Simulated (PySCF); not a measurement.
# Telling isomers of C7H11ClO apart by NMR

Relativity neglected, one conformer, gas phase, rapidly exchanging positions averaged. Coordinates at the GFN2-xTB level; PBE0/pcSseg-1 with gauge-including orbitals; PySCF 2.14.0 with density-fitted response routines.

Shifts are taken against calculated references (same method and geometry level): TMS for ¹H (31.72 ppm) and ¹³C (186.93 ppm). Where no couplings were computed, multiplicities follow the n + 1 count of equivalent neighbours, and m marks all less simple cases (inequivalent or close neighbours, rings, F or P nearby). Shifts are as computed. Against solution values, carbons near 30 ppm lie about +3 ppm off and those near 130 ppm about +5 ppm; carbons on Cl a further +6 ppm. Of 1211 compounds with measured shifts, 218 miss one by over three times the rms of a fit or turn the order of signals round; such compounds aren't used in these exercises. Carbons bonded to Cl come out too deshielded.

(1) Tabulate the signals of `CC(C)(C)/C=C/C(=O)Cl`, `C[C@@H]1[C@H]2CC[C@]1(Cl)CO2` and their relative energies.

(2) What is the quickest way to tell CC(C)(C)/C=C/C(=O)Cl from C[C@@H]1[C@H]2CC[C@]1(Cl)CO2?

## Answers

(1) 
```tsv
SMILES	carbon types	δC	δH	E rel. (kcal/mol)
CC(C)(C)/C=C/C(=O)Cl	2×C 2×CH 3×CH3	175.9, 175.3, 128.2, 37.6, 29.4	7.48 (d, 1H), 5.99 (d, 1H), 1.13 (s, 9H)	0.3
C[C@@H]1[C@H]2CC[C@]1(Cl)CO2	1×C 2×CH 3×CH2 1×CH3	81.3, 78.1, 74.3, 51.7, 41.6, 33.7, 10.6	3.90 (m, 1H), 3.84 (m, 1H), 3.73 (m, 1H), 1.96 (m, 1H), 1.90 (m, 1H), 1.85 (m, 1H), 1.75 (m, 1H), 1.54 (m, 1H), 1.17 (d, 3H)	0.0
```

Energies are electronic energies at PBE0/pcSseg-1 on these geometries, without zero-point or thermal terms, each for the one conformer computed, which needn't be the lowest.

(2) Count the carbon signals: 5 against 7. The first has a β carbon of a C=C–C=O unit (CH) at 175.9 ppm, the second an sp3 CH2 bonded to O at 78.1 ppm. Their most deshielded carbons lie at 175.9 and 81.3 ppm. In the proton spectra the most deshielded non-exchanging signals are 7.48 (d, 1H) and 3.90 (m, 1H).
